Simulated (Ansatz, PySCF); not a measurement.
This Ansatz (a first-principles code) input computes a PBE0/def2-TZVPD energy:

Ansatz 0.2 input:
```yaml
crystal:
  periodic: [false, false, false]
  atoms:
    - {symbol: Si, position_ang: [-0.00000000, -0.00000000, -1.12900654]}
    - {symbol: Si, position_ang: [0.00000000, 0.00000000, 0.95341659]}
    - {symbol: H, position_ang: [0.00000000, 0.00000000, 2.45825928]}
basis:
  gaussian:
    orbitals: def2-TZVPD
hamiltonian:
  xc: {name: PBE0}
total_charge: -1
output: {forces: true}
```

**Question.** Write an input for the same energy in PySCF and say what it gives.

**Answer.** 
```python
from pyscf import gto, scf, dft

mol = gto.M(
    atom='''
    Si   -0.00000000   -0.00000000   -1.12900654
    Si    0.00000000    0.00000000    0.95341659
    H     0.00000000    0.00000000    2.45825928
    ''',
    basis='def2-tzvpd',
    charge=-1,
    spin=0,
    verbose=4,
)

mf = dft.RKS(mol, xc='pbe0').density_fit(auxbasis='def2-universal-jkfit')
mf.grids.level = 3
mf.conv_tol = 1e-9
mf.max_cycle = 100
mf.max_memory = 1500
mf.kernel()
if not mf.converged:
    mf = mf.newton()
    mf.kernel(mf.make_rdm1())
mf.analyze()
```
It gives -579.30035 Eh, and Ansatz -579.30031 Eh, a difference of 0.04 mEh, from the treatment of integrals and grids.

It need not be the lowest isomer of its formula. Whether it binds its extra electron was not tested at this geometry.
